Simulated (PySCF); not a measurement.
Simulated Si 2p region for `F[C@@H]1C[SiH2]1`, binding energy against the vacuum level.

Every computed line was given a Gaussian of 1.0 eV full width at half maximum and an area set by the number of equivalent atoms (split 2:1 within a doublet); the highest printed point is 100. The calculation used delta-SCF UKS SCAN, pcX-2 on the ionised atom, pcseg-1 elsewhere, spin-free X2C in PySCF.

(binding energy (eV), intensity): (105.5, 0), (105.6, 1), (105.7, 1), (105.8, 3), (105.9, 5), (106.0, 9), (106.1, 14), (106.2, 21), (106.3, 31), (106.4, 42), (106.5, 55), (106.6, 68), (106.7, 80), (106.8, 90), (106.9, 97), (107.0, 100), (107.1, 100), (107.2, 96), (107.3, 90), (107.4, 82), (107.5, 73), (107.6, 63), (107.7, 53), (107.8, 43), (107.9, 34), (108.0, 25), (108.1, 18), (108.2, 13), (108.3, 8), (108.4, 5), (108.5, 3), (108.6, 2), (108.7, 1), (108.8, 0), (108.9, 0), (109.0, 0)

Count the maxima, the lines and the sites behind this envelope.

The curve has 1 maximum (at 107.0 eV). Under it lie 2 lines from 1 inequivalent silicon site, drawn as a 2p3/2, 2p1/2 pair. At this width some lines have no maximum of their own.

Decompose the envelope and assign each component. Numbering: `[F:1][C@@H:2]1[CH2:3][SiH2:4]1`.

```json
{"position (eV)": "106.91", "relative area": "0.67", "line": "Si 2p3/2", "atoms": "Si4", "environment": "SiH2 silicon"}
{"position (eV)": "107.53", "relative area": "0.33", "line": "Si 2p1/2", "atoms": "Si4", "environment": "SiH2 silicon"}
```

What are the centre and the root-mean-square width of the whole band?

The area-weighted mean of the lines is 107.11 eV. Their own spread about it is 0.29 eV (rms) and each Gaussian has σ = 1.0/2.355 = 0.42 eV; the variances add, which gives 0.52 eV.

Shake-up satellites, vibrational structure and lifetime widths aren't simulated. The 2p values add to the ΔSCF energy of one spin-free hole a correction within the shell (spin–orbit coupling, ligand field). 2p1/2 minus 2p3/2 (ligand field included): Si 0.62 eV. Geometry: PBE0-D3(BJ)/def2-SVP; no solvent, vibrations or thermal averaging.
